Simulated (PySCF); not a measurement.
# Structure from NMR data

Molecular formula: C6H5F5O2. Simulated spectra:

1H NMR (500 MHz, computed): δ 6.77 (m, 1H), 6.57 (m, 1H), 6.50 (m, 1H), 5.25 (m, 1H), 5.12 (m, 1H).

13C{1H} NMR (computed): δ 146.4 (C), 137.8 (CH), 130.2 (C), 123.0 (CH), 109.5 (CH), 78.0 (CH2).

- shielding tensors at PBE0/pcSseg-1 (GIAO)
- GFN2-xTB structure
- run in PySCF 2.14
- relativity neglected, fast rotation and ring inversion assumed for equivalent nuclei, a single conformation, no solvent

δ = σ(ref) − σ, references computed at the same level: 1H (σref 31.72) and 13C (σref 186.93) against TMS.

Propose a structure and justify it.

## Answers


- The formula gives 2 degrees of unsaturation (1 ring in the answer).
- 6 carbon signals for 6 carbons: no two carbons are equivalent.
- Carbon types of the structure: 2 × C, 3 × CH, 1 × CH2, which accounts for all hydrogens.
- δC 146.4: fully substituted alkene carbon; as expected for a trigonal carbon in a double bond.
- δC 137.8: alkene CH; as expected for a trigonal carbon in a double bond.
- δC 130.2: CF3 carbon; 3 electronegative neighbours deshield it.
- δC 123.0: sp3 CH bonded to 2 F and O; 3 electronegative neighbours deshield it.
- δC 109.5: sp3 carbon bearing two oxygens; 2 electronegative neighbours deshield it.
- δC 78.0: allylic sp3 CH2 bonded to O; pulled downfield by the heteroatom.
- δH 6.57: hydrogen on an alkene CH; olefinic region.

Structure: `FC(F)O[C@H]1C=C(C(F)(F)F)CO1`.

The data come from this structure; uniqueness wasn't tested.

Splittings by 19F in the carbon and heteronuclear signals aren't shown, as no couplings were computed. Shifts are as computed. Against solution values, carbons near 30 ppm lie about +3 ppm off and those near 130 ppm about +5 ppm. Of 1211 compounds with measured shifts, 218 miss one by over three times the rms of a fit or turn the order of signals round; such compounds aren't used in these exercises. No couplings were computed; multiplicities are counted from neighbouring protons, with m where these are inequivalent, close in shift, in a saturated or five-membered ring or joined by F or P, and br s for small geminal =CH2 splittings.
